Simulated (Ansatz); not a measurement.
This geometry of H3N + H5NOSi (12 atoms, charge 0, multiplicity 1) is a first-order saddle point.

Level of theory: Ansatz, RKS PBE0-D4/def2-SVP.

```xyz
12
Properties=species:S:1:pos:R:3
Si 0.449 -0.491 0.043
O -1.475 -0.150 -0.449
H 0.445 -1.593 -0.982
H 1.941 -0.467 0.368
N -0.103 -0.501 1.665
H -0.792 0.823 -0.918
N 0.376 1.170 -0.879
H -1.800 -0.773 -1.108
H 0.529 -0.634 2.442
H -1.088 -0.570 1.887
H 0.890 1.206 -1.757
H 0.630 1.979 -0.313
```

(1) Which two structures does it join? (They come from a converged band through this point; their orientation in space is the band's.)

(2) How far does it lie above each of them?

## Answers

(1) Bonds broken: Si1–O2, H6–N7. Bonds formed: Si1–N7, O2–H6. H3N + H5NOSi becomes H2O + H6N2Si.

Initial state:

```xyz
12
Properties=species:S:1:pos:R:3
Si 0.098 -1.210 0.043
O -1.093 -0.636 -0.980
H -0.168 -2.682 0.170
H 1.476 -1.007 -0.489
N 0.051 -0.349 1.525
H -0.435 1.590 -1.277
N 0.210 2.199 -0.773
H -1.572 -1.309 -1.471
H 0.899 -0.011 1.962
H -0.733 -0.375 2.165
H 1.140 1.905 -1.070
H 0.127 1.885 0.194
```

Final state:

```xyz
12
Properties=species:S:1:pos:R:3
Si 1.024 -0.435 0.159
O -2.156 0.182 -0.456
H 0.921 -1.549 -0.843
H 2.415 -0.466 0.717
N -0.044 -0.419 1.496
H -1.316 0.611 -0.723
N 0.603 0.972 -0.803
H -2.252 -0.535 -1.091
H 0.178 -0.880 2.369
H -1.040 -0.379 1.283
H 0.960 1.018 -1.754
H 0.706 1.879 -0.353
```

(2) 0.89 eV above the first and 0.80 eV above the second. This is the barrier of this one path; another mechanism may lie lower. The orbitals stay closed-shell, which can raise the energy where a bond breaks towards radicals; this wasn't checked here.

Time of the run: 6.5 min on 2 threads of Arm Neoverse N1, with other jobs on the host, peak memory 0.21 GiB.
